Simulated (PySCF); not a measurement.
Some computed properties have been withheld. Give your best values.

C4H7N3.
Z-matrix (Å and degrees, GFN2-xTB geometry), rows numbered from 1:
```
C 
N   1  1.4327
C   2  1.3555  1  127.21
C   3  1.3817  2  106.79  1   179.43
N   4  1.3922  3  128.19  2  -175.63
C   4  1.4067  3  104.12  2     0.11
N   6  1.3217  4  110.93  3    -0.08
H   1  1.0927  2  110.81  3   -63.25
H   1  1.0923  2  110.68  3    57.63
H   1  1.0880  2  107.70  3   177.25
H   3  1.0711  2  122.00  1    -0.44
H   5  1.0098  4  113.19  3  -157.23
H   5  1.0101  4  113.63  3   -28.11
H   6  1.0716  4  128.53  3   179.86
```

```tsv
property	level	value
rotational constants A, B, C of the GFN2-xTB geometry	GFN2-xTB	7.431, 2.073, 1.640 GHz
dipole moment	PBE0/def2-SVPD	2.57 D
HOMO energy	PBE0/def2-SVPD	-5.72 eV
LUMO energy	PBE0/def2-SVPD	0.56 eV
lowest singlet excitation	TDDFT PBE0/def2-SVPD	?
strongest line among the 6 lowest singlet transitions	TDDFT PBE0/def2-SVPD	S2 at 5.46 eV (227 nm, f = 0.105)
lowest triplet excitation (Tamm–Dancoff)	TDA PBE0/def2-SVPD	4.08 eV
static isotropic polarisability	PBE0/def2-SVPD	?
electronic spatial extent ⟨r²⟩ about the centre of nuclear charge	PBE0/def2-SVPD	741 bohr²
13C chemical shifts (computed TMS as zero) by class	GIAO PBE0/pcSseg-1	?
1H chemical shifts (computed TMS as zero) by class	GIAO PBE0/pcSseg-1	6.96 (H14), 6.86 (H11), 3.90 (H8/H9/H10), 2.68 (H12/H13) ppm
isotropic shieldings of nuclei other than C and H, by class	GIAO PBE0/pcSseg-1	?
```

Electronic properties: PySCF, gas phase, density fitting. NMR classes are plain means over equivalent atoms (diastereotopic ones count apart unless rotation or inversion swaps them), as if these changed places fast; in this geometry the members of some classes differ.

Task: The isotropic shieldings of nuclei other than C and H, by class?

Result: -82 (N7), 53 (N2), 219 (N5) ppm.

Task: Give the static isotropic polarisability.

Result: 69.6 au.

Task: The 13C chemical shifts (computed TMS as zero) by class?

Result: 139.8 (C4), 128.9 (C6), 115.4 (C3), 39.9 (C1) ppm.

Task: Give the lowest singlet excitation.

Result: 5.25 eV (236 nm, f = 0.004).

The vertical singlet–triplet gap S1 − T1 is 1.17 eV (TDDFT singlet less Tamm–Dancoff triplet; S1: HOMO→LUMO+1, weight 0.79; T1: HOMO→LUMO, weight 0.91). The polarisability is 10.32 Å³ as a volume (1 au = 0.148185 Å³), or 1.34 au for each of the 52 electrons. The largest Löwdin shares of the HOMO are 0.28 on N5, 0.19 on C4, 0.14 on C3 and 0.13 on N2. With B = h/(8π²I), that is 505.379 GHz u Å² over I, the principal moments of inertia are 68.0, 243.8 and 308.1 u Å² (most abundant isotopes). No computed singlet falls in the visible range (750 to 380 nm, 1.65 to 3.26 eV); S1 lies 1.99 eV above its blue end. The principal polarisabilities are 46.7, 70.5 and 91.8 au; their mean is the isotropic value.
